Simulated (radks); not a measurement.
Results of a calculation; reference values are marked as such.
Coulomb parameter of the 4f shell of the terbium ion Tb3+ in the model configuration [Xe] 4f6.5 5d1.5, as a second difference U = [E(n + 1) + E(n - 1) - 2 E(n)] / (1)^2 with all orbitals relaxed. "Bare": the charge of the atom changes with n. "Screened": the 5d shell takes up the change at fixed total charge, which measures U(4f,4f) + U(5d,5d) - 2 U(4f,5d). Code: a radial shooting solver on a logarithmic mesh with Libxc functionals. Model: scalar-relativistic Kohn-Sham, LDA (Slater exchange, Perdew-Wang correlation), spin-unpolarised, spherical densities, point nucleus.

| case | configuration | E - E(n) (eV) |
|---|---|---|
| start | [Xe] 4f6.5 5d1.5 | 0.000 |
| bare +1 | [Xe] 4f7.5 5d1.5 | -35.944 |
| bare -1 | [Xe] 4f5.5 5d1.5 | 56.265 |
| screened +1 | [Xe] 4f7.5 5d0.5 | -14.961 |
| screened -1 | [Xe] 4f5.5 5d2.5 | 21.025 |

U(bare) = 20.321 eV, U(screened by 5d) = 6.064 eV, against the Slater integral F0(4f,4f) = 32.690 eV with frozen orbitals.
